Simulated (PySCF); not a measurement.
methane (CH$_{4}$), singlet, at a GFN2-xTB geometry; CAMB3LYP/6-31G*, TDA in PySCF.

Input for PySCF:
```python
from pyscf import gto, scf, dft, tdscf

mol = gto.Mole()
mol.atom = '''
    C     0.000000    0.000000    0.000000
    H     0.636597    0.627096    0.610389
    H    -0.628026   -0.606917    0.638995
    H     0.612857   -0.642402   -0.618713
    H    -0.621428    0.622223   -0.630670
'''
mol.basis = '6-31g*'
mol.charge = 0
mol.spin = 0
mol.verbose = 4
mol.build()

mf = dft.RKS(mol)
mf.xc = 'camb3lyp'
mf.kernel()
td = mf.TDA()
td.nstates = 5
td.kernel()
td.analyze()
```

Question: Write the output that PySCF gives for this input, abridged.

Answer: 
```
PySCF version 2.14.0

[INPUT] verbose = 4
[INPUT] num. atoms = 5
[INPUT] num. electrons = 10
[INPUT] charge = 0
[INPUT] spin (= nelec alpha-beta = 2S) = 0
[INPUT] symmetry False subgroup None
[INPUT] Mole.unit = angstrom
[INPUT] Symbol           X                Y                Z      unit          X                Y                Z       unit  Magmom
[...]
nuclear repulsion = 13.532672121288
number of shells = 14
number of NR pGTOs = 43
number of NR cGTOs = 22
basis = 6-31g*
ecp = {}

******** <class 'pyscf.dft.rks.RKS'> ********
method = RKS
initial guess = minao
damping factor = 0
level_shift factor = 0
DIIS = <class 'pyscf.scf.diis.CDIIS'>
diis_start_cycle = 1
diis_space = 8
diis_damp = 0
SCF conv_tol = 1e-09
SCF conv_tol_grad = None
SCF max_cycles = 50
direct_scf = True
direct_scf_tol = 1e-13
XC library pyscf.dft.libxc version 7.1.2
    S. Lehtola, C. Steigemann, M. J. T. Oliveira, and M. A. L. Marques,  SoftwareX 7, 1–5 (2018)
XC functionals = camb3lyp
    T. Yanai, D. P. Tew, and N. C. Handy,  Chem. Phys. Lett. 393, 51 (2004)
radial grids:
    Treutler-Ahlrichs [JCP 102, 346 (1995); DOI:10.1063/1.469408] (M4) radial grids

becke partition: Becke, JCP 88, 2547 (1988); DOI:10.1063/1.454033
pruning grids: <function nwchem_prune>
grids dens level: 3
symmetrized grids: False
atomic radii adjust function: <function treutler_atomic_radii_adjust>
small_rho_cutoff = 0
Set gradient conv threshold to 3.16228e-05
Initial guess from minao.
tot grids = 53352
init E= -40.3013251743018
[...]
cycle= 1 E= -40.4718707120953  delta_E= -0.171  |g|= 0.211  |ddm|= 1.55
[...]
cycle= 2 E= -40.4757581243252  delta_E= -0.00389  |g|= 0.172  |ddm|= 0.277
[...]
cycle= 3 E= -40.4832683631905  delta_E= -0.00751  |g|= 0.00321  |ddm|= 0.121
[...]
cycle= 4 E= -40.4832720319362  delta_E= -3.67e-06  |g|= 0.000331  |ddm|= 0.00616
[...]
cycle= 5 E= -40.4832720629581  delta_E= -3.1e-08  |g|= 1.53e-05  |ddm|= 0.000522
[...]
cycle= 6 E= -40.4832720630921  delta_E= -1.34e-10  |g|= 1.23e-06  |ddm|= 5.52e-05
[...]
Extra cycle  E= -40.4832720630926  delta_E= -4.83e-13  |g|= 7.31e-07  |ddm|= 1.78e-06
converged SCF energy = -40.4832720630926

******** <class 'pyscf.tdscf.rks.TDA'> for <class 'pyscf.dft.rks.RKS'> ********
nstates = 5 singlet
deg_eia_thresh = 1.000e-03
wfnsym = None
conv_tol = 1e-05
eigh lindep = 1e-12
eigh level_shift = 0
eigh max_cycle = 100

Excitation energies (eV)
[13.01072775 13.01073074 13.01073151 14.05063963 14.05064227]

** Singlet excitation energies and oscillator strengths **
Excited State   1:     13.01073 eV     95.29 nm  f=0.1935
       5 -> 6         0.70514
Excited State   2:     13.01073 eV     95.29 nm  f=0.1935
       4 -> 6         0.70427
Excited State   3:     13.01073 eV     95.29 nm  f=0.1935
       3 -> 6         0.70432
Excited State   4:     14.05064 eV     88.24 nm  f=0.0000
       4 -> 7        -0.48536
       5 -> 7         0.10194
       5 -> 8        -0.48782
Excited State   5:     14.05064 eV     88.24 nm  f=0.0000
       3 -> 7        -0.48314
       3 -> 8        -0.11313
       5 -> 9         0.49507

** Transition electric dipole moments (AU) **
state          X           Y           Z        Dip. S.      Osc.
  1        -0.6209     -0.4696      0.0310      0.6070      0.1935
  2         0.2593     -0.3841     -0.6263      0.6070      0.1935
  3         0.3927     -0.4888      0.4624      0.6070      0.1935
  4         0.0000      0.0000     -0.0000      0.0000      0.0000
  5         0.0000      0.0000      0.0000      0.0000      0.0000

** Transition velocity dipole moments (imaginary part, AU) **
state          X           Y           Z        Dip. S.      Osc.
  1        -0.3017     -0.2282      0.0150      0.1433      0.1998
  2         0.1260     -0.1866     -0.3043      0.1433      0.1998
  3         0.1908     -0.2375      0.2247      0.1433      0.1998
  4        -0.0000      0.0000     -0.0000      0.0000      0.0000
  5         0.0000      0.0000      0.0000      0.0000      0.0000

** Transition magnetic dipole moments (imaginary part, AU) **
state          X           Y           Z
  1         0.0000      0.0000      0.0000
  2        -0.0000     -0.0000      0.0000
  3         0.0000     -0.0000      0.0000
  4         0.4340     -0.5204      0.5465
  5        -0.2972      0.4617      0.6755
```
